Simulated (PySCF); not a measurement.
**EPR parameters of C5H8FO**

Compound: C₅H₈FO (doublet state).
Numbering: `[CH3:1][CH2:2][C@:3]([CH3:4])([F:5])[C:6]=[O:7]` (hydrogens: H8, H9, H10 on C1; H11, H12 on C2; H13, H14, H15 on C4)

Structure used (GFN2-xTB), in Å, numbered top down from 1:
```
atom  x, y, z in Å
C1     1.637   -0.510   -0.321
C2     0.407    0.077   -0.999
C3    -0.693    0.480   -0.009
C4    -1.270   -0.683    0.791
F5    -1.744    1.028   -0.772
C6    -0.153    1.505    0.933
O7    -0.440    2.635    1.146
H8     1.407   -1.461    0.154
H9     2.016    0.174    0.435
H10    2.416   -0.680   -1.059
H11    0.685    0.968   -1.567
H12   -0.024   -0.642   -1.699
H13   -1.599   -1.464    0.108
H14   -2.127   -0.340    1.366
H15   -0.523   -1.080    1.471
```

The hyperfine couplings belong to this conformer and change with its torsions.

Method used: PySCF 2.14.0, UKS B3LYP, pcH-1 on C F H O, non-relativistic, mean-field spin-orbit, GIAO. One conformer (not necessarily the lowest) at the GFN2-xTB geometry, without solvent, vibrations or thermal averaging. A GFN2-xTB geometry isn't a minimum of the functional, and hyperfine couplings can be far from their values at a DFT geometry. The SCF solution wasn't tested for stability.

* g1, g2, g3: 1.99544, 2.00212, 2.00520
* g_iso: 2.00092
* Form of g: rhombic: the two nearest values differ by 32 % of g3 − g1
* ⟨S²⟩: 0.7528 (exact 0.7500)
* α and β electrons: 28, 27

Isotropic coupling and dipolar principal values T1 to T3, in MHz:

| atom | isotope | a_iso | T1 | T2 | T3 | Mulliken spin population |
| --- | --- | --- | --- | --- | --- | --- |
| C1 | 13C | 10.5 | -1.7 | -1.1 | 2.7 | 0.01 |
| C2 | 13C | -4.9 | -1.0 | -0.4 | 1.5 | 0.00 |
| C3 | 13C | 178.3 | -15.4 | -13.5 | 28.9 | 0.07 |
| C4 | 13C | -3.9 | -1.3 | 0.1 | 1.2 | 0.00 |
| F5 | 19F | 106.1 | -90.3 | -79.6 | 169.9 | 0.03 |
| C6 | 13C | 309.1 | -49.3 | -48.3 | 97.6 | 0.61 |
| O7 | 17O | -37.5 | -114.9 | 54.3 | 60.6 | 0.27 |
| H8 | 1H | -0.3 | -2.0 | -1.6 | 3.6 | 0.00 |
| H9 | 1H | 5.7 | -6.0 | -2.6 | 8.6 | 0.00 |
| H10 | 1H | 4.7 | -1.5 | -1.2 | 2.7 | 0.00 |
| H11 | 1H | 3.3 | -3.3 | -2.4 | 5.7 | 0.00 |
| H12 | 1H | 1.2 | -2.0 | -1.4 | 3.4 | 0.00 |
| H13 | 1H | -2.0 | -2.1 | -1.4 | 3.5 | 0.00 |
| H14 | 1H | 3.1 | -3.1 | -2.4 | 5.5 | 0.00 |
| H15 | 1H | 2.0 | -4.1 | -2.6 | 6.7 | 0.00 |

Largest spin populations (Mulliken): C6 (+0.61), O7 (+0.27) and C3 (+0.07).

Axes: g1 points within 13° of the C6–O7 bond.

Under fast tumbling the dipolar parts average out, and these isotropic splittings remain: 1 × 19F (F5, I = 1/2, 2 lines) with 3.79 mT, 3 × 1H (H8/H9/H10, I = 1/2, 4 lines) with 0.12 mT, 1 × 1H (H11, I = 1/2, 2 lines) with 0.12 mT, 1 × 1H (H12, I = 1/2, 2 lines) with 0.04 mT and 3 × 1H (H13/H14/H15, I = 1/2, 4 lines) with 0.04 mT.

Means are taken over nuclei equivalent by connectivity, which assumes that they swap fast. The three 1H nuclei of mean +3.3 MHz run from -0.3 to 5.7 MHz in the frozen geometry. The three 1H nuclei of mean +1.0 MHz run from -2.0 to 3.1 MHz in the frozen geometry.

The 13C coupling of C6 (309.1 MHz) shows only in satellite lines or after enrichment, since that isotope makes up about 1.07 % of natural carbon.

The 17O coupling of O7 (-37.5 MHz) shows only in satellite lines or after enrichment, since that isotope makes up about 0.038 % of natural oxygen.
